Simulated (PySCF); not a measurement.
Job for PySCF: R-HF/3-21G on H6Sb2 (a complex).

```python
from pyscf import gto, scf, dft, mp
from pyscf.data.elements import chemcore

mol = gto.M(
    atom='''
    Sb    0.34508430   -0.32204885   -0.42015014
    H     1.60686462   -0.27148723    0.73822168
    H    -0.44804208   -1.56964885    0.44635451
    H    -0.53277616    0.87792945    0.43116920
    Sb   -0.45971215   -0.07318384    3.87546945
    H    -0.05335610    1.53165500    3.43598522
    H    -1.09835438    0.45712665    5.37876195
    H    -1.99497948    0.06113142    3.12857475
    ''',
    basis='3-21g',
    charge=0, spin=0, verbose=3, max_memory=1800)
mf = scf.RHF(mol)
mf.conv_tol = 1e-8
mf.max_cycle = 100
mf.kernel()
if not mf.converged:
    mf = mf.newton().run(mf.mo_coeff, mf.mo_occ)
```

Program output:

```
converged SCF energy = -12574.7183121242
```

The run converged.

Cost: about 0.8 core-seconds (a rough figure).
